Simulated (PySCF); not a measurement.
GaO (SMILES [O]=[Ga]), doublet, geometry from GFN2-xTB (such geometries of metal compounds can be far from the true shape); CASSCF(5,6)/6-31G* run with PySCF.

The PySCF input:
```python
from pyscf import gto, scf, mcscf
import numpy

mol = gto.Mole()
mol.atom = '''
    Ga   -0.000000   -0.000000   -0.337701
    O     0.000000    0.000000    1.308590
'''
mol.basis = '6-31g*'
mol.charge = 0
mol.spin = 1
mol.verbose = 4
mol.build()

mf = scf.ROHF(mol)
mf.kernel()
mc = mcscf.CASSCF(mf, 6, 5)
mc.fix_spin_(ss=0.75)
mc.kernel()
occ = numpy.linalg.eigvalsh(mc.fcisolver.make_rdm1(mc.ci, mc.ncas, mc.nelecas))[::-1]
ss = mc.fcisolver.spin_square(mc.ci, mc.ncas, mc.nelecas)[0]
print('natural occupations', occ.round(4), ' <S^2>', round(ss, 4))
```

The log (banner, timings and long lists left out):

```
PySCF version 2.14.0

[INPUT] verbose = 4
[INPUT] num. atoms = 2
[INPUT] num. electrons = 39
[INPUT] charge = 0
[INPUT] spin (= nelec alpha-beta = 2S) = 1
[INPUT] symmetry False subgroup None
[INPUT] Mole.unit = angstrom
[INPUT] Symbol           X                Y                Z      unit          X                Y                Z       unit  Magmom
[...]
nuclear repulsion = 79.7161305675364
number of shells = 18
number of NR pGTOs = 122
number of NR cGTOs = 46
basis = 6-31g*
ecp = {}

******** <class 'pyscf.scf.rohf.ROHF'> ********
method = ROHF
initial guess = minao
damping factor = 0
level_shift factor = 0
DIIS = <class 'pyscf.scf.diis.CDIIS'>
diis_start_cycle = 1
diis_space = 8
diis_damp = 0
SCF conv_tol = 1e-09
SCF conv_tol_grad = None
SCF max_cycles = 50
direct_scf = True
direct_scf_tol = 1e-13
num. doubly occ = 19  num. singly occ = 1
Set gradient conv threshold to 3.16228e-05
init E= -1997.13209367071
[...]
cycle= 1 E= -1997.56864836602  delta_E= -0.437  |g|= 0.781  |ddm|= 1.26
[...]
cycle= 2 E= -1997.24830497634  delta_E= 0.32  |g|= 1.37  |ddm|= 1.35
[...]
cycle= 3 E= -1997.74971352888  delta_E= -0.501  |g|= 0.0538  |ddm|= 0.85
[...]
cycle= 4 E= -1997.75159382913  delta_E= -0.00188  |g|= 0.0402  |ddm|= 0.0876
[...]
cycle= 5 E= -1997.75219953038  delta_E= -0.000606  |g|= 0.026  |ddm|= 0.0274
[...]
cycle= 6 E= -1997.75303051073  delta_E= -0.000831  |g|= 0.0226  |ddm|= 0.0472
[...]
cycle= 7 E= -1997.75337648959  delta_E= -0.000346  |g|= 0.0231  |ddm|= 0.02
[...]
cycle= 8 E= -1997.75063051891  delta_E= 0.00275  |g|= 0.0261  |ddm|= 0.184
[...]
cycle= 9 E= -1997.74729730953  delta_E= 0.00333  |g|= 0.0526  |ddm|= 0.21
[...]
cycle= 10 E= -1997.7502286417  delta_E= -0.00293  |g|= 0.023  |ddm|= 0.174
[...]
cycle= 11 E= -1997.75050201865  delta_E= -0.000273  |g|= 0.0232  |ddm|= 0.0228
[...]
cycle= 12 E= -1997.75061131175  delta_E= -0.000109  |g|= 0.0226  |ddm|= 0.00831
[...]
cycle= 13 E= -1997.75096905411  delta_E= -0.000358  |g|= 0.0203  |ddm|= 0.0265
[...]
cycle= 14 E= -1997.75062977981  delta_E= 0.000339  |g|= 0.0219  |ddm|= 0.0255
[...]
cycle= 15 E= -1997.7509454228  delta_E= -0.000316  |g|= 0.0192  |ddm|= 0.0232
[...]
cycle= 16 E= -1997.75141046461  delta_E= -0.000465  |g|= 0.0166  |ddm|= 0.0336
[...]
cycle= 17 E= -1997.75058635337  delta_E= 0.000824  |g|= 0.0167  |ddm|= 0.0648
[...]
cycle= 18 E= -1997.73581131088  delta_E= 0.0148  |g|= 0.127  |ddm|= 0.466
[...]
cycle= 19 E= -1997.7479699814  delta_E= -0.0122  |g|= 0.0312  |ddm|= 0.284
[...]
[...]
SCF not converged.
[...]
max. cycles = 50
conv_tol = 1e-08
davidson only = True
linear dependence = 1e-12
level shift = 0.001
max iter space = 12
nroots = 1
pspace_size = 400
spin = None
CASCI E = -1997.76072756947  S^2 = 0.7500000
Set conv_tol_grad to 0.000316228
macro iter   1 ( 21 JK    4 micro), CASSCF E = -1997.79914704779  dE = -3.84194783e-02  S^2 = 0.7500000
               |grad[o]|=0.0764  |grad[c]|=0.0382  |ddm|=0.0756  |maxRot[o]|=0.311
macro iter   2 ( 21 JK    4 micro), CASSCF E = -1997.81369292162  dE = -1.45458738e-02  S^2 = 0.7500000
               |grad[o]|=0.0772  |grad[c]|=0.0186  |ddm|=0.0168  |maxRot[o]|= 0.31
macro iter   3 ( 21 JK    4 micro), CASSCF E = -1997.81997865391  dE = -6.28573229e-03  S^2 = 0.7500000
               |grad[o]|=0.0395  |grad[c]|=0.00842  |ddm|=0.0106  |maxRot[o]|=0.311
macro iter   4 ( 18 JK    4 micro), CASSCF E = -1997.82267688669  dE = -2.69823278e-03  S^2 = 0.7500000
               |grad[o]|=0.0122  |grad[c]|=0.014  |ddm|=0.0289  |maxRot[o]|=0.224
macro iter   5 ( 13 JK    4 micro), CASSCF E = -1997.82568705819  dE = -3.01017150e-03  S^2 = 0.7500000
               |grad[o]|=0.0178  |grad[c]|=0.0194  |ddm|=0.0733  |maxRot[o]|=0.152
macro iter   6 ( 13 JK    4 micro), CASSCF E = -1997.82943588391  dE = -3.74882572e-03  S^2 = 0.7500000
               |grad[o]|=0.0257  |grad[c]|=0.0202  |ddm|=0.0724  |maxRot[o]|=0.159
macro iter   7 ( 10 JK    4 micro), CASSCF E = -1997.83083624253  dE = -1.40035863e-03  S^2 = 0.7500000
               |grad[o]|=0.0242  |grad[c]|=0.0113  |ddm|=0.048  |maxRot[o]|=0.0843
macro iter   8 (  9 JK    4 micro), CASSCF E = -1997.83092636969  dE = -9.01271601e-05  S^2 = 0.7500000
               |grad[o]|=0.00704  |grad[c]|=0.00217  |ddm|=0.0122  |maxRot[o]|=0.018
macro iter   9 (  9 JK    4 micro), CASSCF E = -1997.83092897470  dE = -2.60500610e-06  S^2 = 0.7500000
               |grad[o]|=0.00125  |grad[c]|=0.000341  |ddm|=0.00204  |maxRot[o]|=0.00299
macro iter  10 (  3 JK    1 micro), CASSCF E = -1997.83092901892  dE = -4.42194050e-08  S^2 = 0.7500000
               |grad[o]|=0.0002  |grad[c]|=0.000141  |ddm|=0.00016  |maxRot[o]|=0.000216
1-step CASSCF converged in  10 macro (138 JK  37 micro) steps
CASSCF canonicalization
Density matrix diagonal elements [1.97059727 1.97059727 0.96746633 0.02906602 0.02906602 0.03320711]
CASSCF energy = -1997.83092901892
CASCI E = -1997.83092901892  E(CI) = -8.59758257265958  S^2 = 0.7500000
natural occupations [1.9726 1.9726 0.992  0.0271 0.0271 0.0087]  <S^2> 0.75
```

Convergence was not reached.
